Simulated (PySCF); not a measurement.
C9H8OS, SMILES Cc1csc(-c2ccco2)c1.

Geometry optimised at PBE-D3(BJ)/def2-SVP. Other conformers were not sampled.

Method: SMD-B3LYP/6-31G* (PySCF).

Solvation free energies are E(SMD) − E(gas) at the gas-phase geometry, for 1 M in both phases. In vacuum the dipole moment is 1.24 D.

```json
[
 {"solvent": "water", "ΔG(solv) (kcal/mol)": "-1.1", "its non-electrostatic (CDS) part": "5.2", "dipole (D)": "2.00"},
 {"solvent": "acetonitrile", "ΔG(solv) (kcal/mol)": "…", "its non-electrostatic (CDS) part": "…", "dipole (D)": "…"},
 {"solvent": "methanol", "ΔG(solv) (kcal/mol)": "-5.5", "its non-electrostatic (CDS) part": "0.6", "dipole (D)": "1.97"}
]
```

Complete the blanks. (The exact figures need the calculation; the answer reports its results.)


- acetonitrile, ΔG(solv) (kcal/mol): -7.4
- acetonitrile, its non-electrostatic (CDS) part: -1.6
- acetonitrile, dipole (D): 1.89
